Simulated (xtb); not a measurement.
Species: H4OSi, SMILES `O[SiH3]` (charge 0, multiplicity 1).

### Question
Give a relaxed geometry from GFN2-xTB in xtb.

### Answer
the end point of this relaxation (outside a Z-matrix the atoms follow the SMILES, hydrogens last).
Z-matrix (Å, degrees):
```
Si
O 1 1.6249
H 2 0.9524 1 122.36
H 1 1.4532 2 101.44 3 -179.99
H 1 1.4644 4 112.89 2 118.04
H 1 1.4644 4 112.89 2 -118.03
```
